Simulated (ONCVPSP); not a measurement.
# titanium (Ti): one change to an ONCV potential, before and after

| Property | Result |
| --- | --- |
| Element | Ti |
| Generator | ONCVPSP 4.0.1 |
| Type | optimised norm-conserving Vanderbilt (ONCV) |
| Functional | PBE |
| Relativity | scalar-relativistic |
| Frozen core | [Ne] |
| Valence charge | 12 |
| Reference configuration | 3s2 3p6 3d2 4s2 |
| Partial waves | 3s+4s: rc 1.90 bohr, ncon 4, nbas 9, qcut 7.9 1/bohr, 2 projectors; 3p: rc 1.35 bohr, ncon 4, nbas 7, qcut 10.4 1/bohr, 2 projectors, debl 3.5 Ha; 3d: rc 1.40 bohr, ncon 4, nbas 9, qcut 12.4 1/bohr, 2 projectors, debl 2.9 Ha |
| Local potential | polynomial inside 1.30 bohr (lpopt 1, dvloc0 0 Ha) |
| Core correction | none |

All-electron outer shells of the reference configuration (PBE, scalar-relativistic, ld1.x):

| shell | level (eV) | outermost node (bohr) | outermost maximum (bohr) |
| --- | --- | --- | --- |
| 2p | -444.26 | – | 0.22 |
| 3s | -62.63 | 0.40 | 0.87 |
| 3p | -38.86 | 0.37 | 0.90 |
| 4s | -4.47 | 1.24 | 2.92 |
| 3d | -4.26 | – | 0.98 |

Change: all radii scaled by about 1.13 (s 2.14, p 1.52, d 1.58 bohr); local potential polynomial inside 1.46 bohr (lpopt 1, dvloc0 0 Ha).

Cutoffs: the cutoffs (Ha) at which the residual kinetic energy of the hardest occupied pseudo-wave falls to 1 and 0.1 mHa per electron; they do not see the model core or the augmentation charge, which bear on the density cutoff. Errors are all-electron minus pseudo energies relative to the spin-unpolarised reference configuration.

**Question.** Predict the effect on cutoff, ghosts and configuration errors.

**Answer.** The potential gets softer (49 Ha and 57 Ha → 45 Ha and 52 Ha); of the 4 tests that both files solve, the error grows in 3 and shrinks in 0 by more than 15 % and 0.3 meV (median size 1.6 → 2.1 meV); neither file shows a bound ghost. A larger radius leaves more room for a smooth pseudo-wave, so fewer plane waves are needed. More of the atom is replaced by a form fitted at one configuration, so other configurations suffer.

| quantity | base | changed |
| --- | --- | --- |
| cutoff, loose | 49 Ha | 45 Ha |
| cutoff, tight | 57 Ha | 52 Ha |
| loose cutoff by channel | s 15 Ha, p 19 Ha, d 49 Ha | s 7.7 Ha, p 21 Ha, d 45 Ha |
| bound ghosts | none | none |
| GHOST(+) flags under 300 eV | none | none |
| error for 3s2 3p6 3d2 4s1, meV [ΔE 7.35 eV] | -0.3 | -0.4 |
| error for 3s2 3p6 3d2 4s0, meV [ΔE 20.92 eV] | -0.6 | -0.9 |
| error for 3s2 3p6 3d1 4s0, meV [ΔE 47.87 eV] | +7.5 | +15 |
| error for 3s2 3p6 3d3 4s1, meV [ΔE 1.11 eV] | +2.6 | +3.3 |
